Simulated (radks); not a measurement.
The nitrogen anion N2-, [He] 2s2 2p5, held by a Watson sphere: a shell of charge +2.16 at radius R that stands for the Madelung well of a crystal (potential energy -2.16/R inside, -2.16/r outside, in hartree with lengths in bohr). All-electron calculation, non-relativistic Kohn-Sham, LDA (Slater exchange, Perdew-Wang correlation), spin-unpolarised, spherical densities, point nucleus. Program: a radial shooting solver on a logarithmic mesh with Libxc functionals. Response by self-consistent Sternheimer equations with the Hartree and adiabatic LDA kernel. The sphere does not respond.

[
 {"R (bohr)": "2.65", "e(1s) (eV)": "-377.15", "e(2s) (eV)": "-17.288", "e(2p) (eV)": "-6.839", "<r> 2p (bohr)": "1.851", "sum of <r^2> (bohr^2)": "28.26", "X-ray form factor at sin(theta)/lambda = 0.2 1/angstrom": "4.750", "alpha (bohr^3)": "28.87"},
 {"R (bohr)": "2.79", "e(1s) (eV)": "-377.05", "e(2s) (eV)": "-16.873", "e(2p) (eV)": "-6.481", "<r> 2p (bohr)": "1.889", "sum of <r^2> (bohr^2)": "29.40", "X-ray form factor at sin(theta)/lambda = 0.2 1/angstrom": "4.711", "alpha (bohr^3)": "32.79"},
 {"R (bohr)": "3.39", "e(1s) (eV)": "-376.55", "e(2s) (eV)": "-15.459", "e(2p) (eV)": "-5.196", "<r> 2p (bohr)": "2.042", "sum of <r^2> (bohr^2)": "34.45", "X-ray form factor at sin(theta)/lambda = 0.2 1/angstrom": "4.605", "alpha (bohr^3)": "55.81"},
 {"R (bohr)": "3.42", "e(1s) (eV)": "-376.53", "e(2s) (eV)": "-15.401", "e(2p) (eV)": "-5.142", "<r> 2p (bohr)": "2.050", "sum of <r^2> (bohr^2)": "34.71", "X-ray form factor at sin(theta)/lambda = 0.2 1/angstrom": "4.602", "alpha (bohr^3)": "57.28"},
 {"R (bohr)": "3.98", "e(1s) (eV)": "-376.08", "e(2s) (eV)": "-14.502", "e(2p) (eV)": "-4.256", "<r> 2p (bohr)": "2.184", "sum of <r^2> (bohr^2)": "39.77", "X-ray form factor at sin(theta)/lambda = 0.2 1/angstrom": "4.563", "alpha (bohr^3)": "91.74"}
]
